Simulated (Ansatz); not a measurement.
Mulliken charges of CH4Cl2Si, SMILES `C[SiH](Cl)Cl` from PBE/def2-TZVPP in Ansatz (PBE0-D4/def2-TZVP geometry).

```
atom   x (Å)   y (Å)   z (Å)  charge (e)
  C1  -0.168   1.000  -0.143      -0.364
 Si2   0.058  -0.803   0.189       0.499
 Cl3   1.965  -1.154   0.853      -0.214
 Cl4  -0.248  -1.870  -1.533      -0.214
  H5  -1.183   1.191  -0.501       0.117
  H6  -0.003   1.574   0.772       0.117
  H7   0.540   1.340  -0.901       0.120
  H8  -0.868  -1.336   1.209      -0.061
```

Problem. By hand: the dipole of these point charges (1 e Å = 4.8032 D).

Solution. Σ q r = (-0.298, 0.448, 0.142) e Å, of length 0.556 e Å = 2.67 D.

Problem. How does the dipole of the full density compare? (Estimate.)

Solution. The calculation gave: (-0.190, 0.346, 0.073) e Å, 1.93 D; the point charges give 1.38 times that, at 6° from its direction.

Point charges leave out the atoms' own dipoles, such as those of lone pairs, and Mulliken's split depends on the basis, so the two needn't agree.
